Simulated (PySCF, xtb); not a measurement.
ZrF3, SMILES [F][Zr+]([F])[F], charge +1, multiplicity 1.

xtb with GFN2-xTB at its own geometry gives an orbital gap of 4.73 eV.

Coordinates come from a B3LYP-D3(BJ)/def2-TZVP optimisation. The spin state was assumed, not searched. The isomer is the one that the SMILES or the coordinates give; other isomers of the formula were not compared. The def2 effective core potentials stand for the cores of Zr; spin–orbit coupling is left out.

What does PySCF with r2SCAN/def2-TZVPD give? (The exact figures need the calculation; the answer reports its results.)

gap 6.61 eV (levels -16.67 and -10.06 eV).
